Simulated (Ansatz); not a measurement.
Consider the formal loss of a carbene: `C[O][Mo](=[O])([OH])=[S]` → `[CH2]` (triplet) + `[O]=[Mo]([OH])([OH])=[S]`.

Calculated with Ansatz (gas phase, PBE0-D4/def2-TZVP geometries, no zero-point term in ΔE). CBS: MP2 limit from def2 TZ/QZ plus the TZ coupled-cluster correction, frozen cores. This one scheme is used for every species. DFT in def2-TZVPP. B3LYP here is the variant with VWN-RPA as its local correlation; programs differ in this. HSE06 is defined as in plane-wave codes. Triplets are unrestricted, without spin–orbit coupling. Elements past krypton have def2 core potentials. For Mo outer-core shells are correlated without core-valence functions, which leaves a few kJ/mol of doubt a bond. Each species was taken in one conformer, which may not be the lowest.

| level | ΔE (kJ/mol) | difference from CCSD(T)/CBS |
| --- | --- | --- |
| LDA (SPW92) | 472.2 | 73.0 |
| PBE-D4 | 407.3 | 8.1 |
| revPBE-D4 | 393.8 | -5.4 |
| BLYP-D4 | 399.7 | 0.5 |
| r2SCAN-D4 | 377.9 | -21.3 |
| B97M-V | 401.2 | 2.0 |
| B3LYP-D4 | 397.9 | -1.3 |
| r2SCANh-D4 | 375.3 | -23.9 |
| r2SCAN0-D4 | 371.9 | -27.3 |
| BHLYP-D4 | 385.8 | -13.4 |
| CAM-B3LYP-D4 | 401.3 | 2.1 |
| ωB97M-V | 400.3 | 1.1 |
| B2PLYP | 393.8 | -5.4 |
| PBE-QIDH | 394.9 | -4.3 |
| PBE | 400.6 | 1.4 |
| BLYP | 385.8 | -13.4 |
| r2SCAN | 375.9 | -23.3 |
| PBE0 | 390.7 | -8.5 |
| B3LYP | 387.2 | -12.0 |
| r2SCANh | 373.2 | -26.0 |
| r2SCAN0 | 369.6 | -29.6 |
| HSE06 | 391.5 | -7.7 |
| BHLYP | 377.3 | -21.9 |
| CAM-B3LYP | 395.0 | -4.2 |
| LC-ωPBE | 385.7 | -13.5 |
| RPA@PBE/def2-TZVPP | 387.0 | -12.2 |
| MP2/def2-SVP | 402.1 | 2.9 |
| CCSD/def2-SVP | 385.9 | -13.3 |
| CCSD(T)/def2-SVP | 395.6 | -3.6 |
| HF/def2-TZVPP | 258.9 | -140.3 |
| MP2/def2-TZVPP | 401.8 | 2.6 |
| SCS-MP2/def2-TZVPP | 405.1 | 5.9 |
| CCSD/def2-TZVPP | 377.8 | -21.4 |
| CCSD(T)/def2-TZVPP | 390.3 | -8.9 |
| HF/def2-QZVPP | 259.1 | -140.1 |
| MP2/def2-QZVPP | 407.0 | 7.8 |
| SCS-MP2/def2-QZVPP | 411.5 | 12.3 |
| HF/CBS(def2) | 259.1 | -140.1 |
| MP2/CBS(def2) | 410.7 | 11.5 |
| CCSD/CBS(def2) | 386.8 | -12.4 |
| CCSD(T)/CBS | 399.2 | 0 |

Task: What do rigid-rotor, harmonic-oscillator terms from PBE0-D4/def2-TZVP frequencies (298.15 K, 1 bar) make of the CCSD(T)/CBS value? (An estimate is asked.)

Result: The calculation gave: ΔZPE = -30.1 kJ/mol, ΔH = +374.7 kJ/mol, ΔS = 150 J/(mol·K), ΔG = +330.1 kJ/mol. Open shells count their whole term as degenerate. Modes under 50 cm⁻¹ make the entropy rough.

Largest T1 diagnostic among the species: 0.025, so the coupled-cluster value is less sure than usual.

Leaving LDA and LC-ωPBE aside and taking each functional with its dispersion term where it has one, the values, not all of them listed here, spread over 39.9 kJ/mol, from r2SCAN0-D4 to ωB97X-V. LDA lies +71.7 kJ/mol from PBE without D4. The D4 term adds +10.7 kJ/mol with B3LYP and +6.0 kJ/mol with PBE0; it sums over pairs of atoms, weighted by their polarisabilities, and B3LYP, whose exchange is more repulsive, gets the larger term.

CCSD(T)/CBS has its own doubt, a few kJ/mol and more with outer-core shells, so smaller differences from it don't rank the levels.
